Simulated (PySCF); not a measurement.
## C₆ coefficients of unlike pairs at PBE

Calculated with PySCF 2.14 from the dipole response of each species, C₆(A,B) = (3/π) ∫ α_A(iu) α_B(iu) du, in atomic units, from isotropic polarisabilities. For ions this is the dispersion term alone; charge-induced terms of lower order in 1/R come first.

```json
{"species": "C³⁺", "configuration": "[He] 2s1 (2S)", "basis": "x2c-TZVPPall with one added diffuse shell each of s, p, d type (6s4p3d1f)", "relativity": "spin-free X2C", "α (bohr³)": "3.092", "C₆ (like pair)": "2.425"}
{"species": "Ge", "configuration": "[Ar] 3d10 4s2 4p2 (3P)", "basis": "aug-cc-pVDZ-DK (6s5p3d)", "relativity": "spin-free X2C", "α (bohr³)": "42.92", "C₆ (like pair)": "371.7"}
{"species": "K", "configuration": "[Ar] 4s1 (2S)", "basis": "def2-TZVPPD (6s5p3d)", "relativity": "none", "α (bohr³)": "324.9", "C₆ (like pair)": "4555"}
```

Estimate C₆ for K with C³⁺.

The integral gives 77.11. The combination rule 2 C_A C_B / (C_A α_B/α_A + C_B α_A/α_B) gives 74.09 and the geometric mean 105.1.

No spin-orbit coupling is included.

The other pairs:

```csv
pair,C₆
"Ge, C³⁺",29.86
"K, Ge",1017
```
